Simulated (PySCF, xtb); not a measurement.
C3H9NSi, SMILES N[SiH2]C1CC1.

GFN2-xTB in xtb 6.7.1 at its own geometry gives an orbital gap of 5.73 eV and a dipole moment of 1.33 D.

Geometry: B3LYP-D3(BJ)/def2-SVP. One conformer was computed; it need not be the lowest.

Task: What does PBE/def2-TZVP run with PySCF give? (Estimate from the structure and the level; the computed values follow.)

Result: gap 5.52 eV (levels -5.75 and -0.23 eV), dipole 1.63 D.
